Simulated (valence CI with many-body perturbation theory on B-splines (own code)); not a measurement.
Forbidden lines of K14+

Level of theory: relativistic CI+MBPT: three valence electrons over a frozen Dirac-Fock core [He], radial functions for each j: 11 s, 11 p, 9 d, 7 f, 5 g, 2 h, 1 i, with the one-electron correlation potential Σ1 (screened to all orders), the two-electron term Σ2, the three-electron term Σ3, Breit, model QED; selected single and double excitations, second order for the rest (own B-spline code, finite nucleus).

No measured levels were compared; by estimate levels of excited configurations hold to 0.05 to 0.15 % of their energy, terms of the ground configuration to about 0.5 %.

Lines 1 to 5 of 5 in falling wavelength, among levels below 4696.0 × 10³ cm⁻¹, chosen from the decays that carry over 1 % of a level's rate. Wavelengths and rates use the calculated energies, so an error of 400 cm⁻¹ moves a line at 2.502 nm by 0.01 % and its rate by three times that or more. Electric multipoles are in the length gauge, E1 and E2 with the static RPA response of the core. S is in atomic units (e²a₀⁴ for E2 and M2, e²a₀⁶ for E3), for M1 in squared Bohr magnetons. Weak lines are less certain than strong ones. Lines between different terms over intervals too small for the method are left out, as are lines whose strength nearly cancels.

| λ vac (nm) | Upper | Lower | Type | A (s⁻¹) | S (a.u.) |
| --- | --- | --- | --- | --- | --- |
| 344.7 | 2s2 2p 2P°_3/2 | 2s2 2p 2P°_1/2 | M1 | 2.20e+02 | 1.34e+00 |
| 2.502 | 2s 2p 3p 4D_5/2 | 2s 2p2 4P_5/2 | E2 | 2.34e+08 | 1.23e-02 |
| 2.492 | 2s 2p 3p 4D_7/2 | 2s 2p2 4P_5/2 | E2 | 2.72e+08 | 1.87e-02 |
| 2.486 | 2s 2p 3p 4D_5/2 | 2s 2p2 4P_1/2 | E2 | 2.06e+08 | 1.05e-02 |
| 2.483 | 2s 2p 3p 4D_7/2 | 2s 2p2 4P_3/2 | E2 | 1.84e+08 | 1.24e-02 |
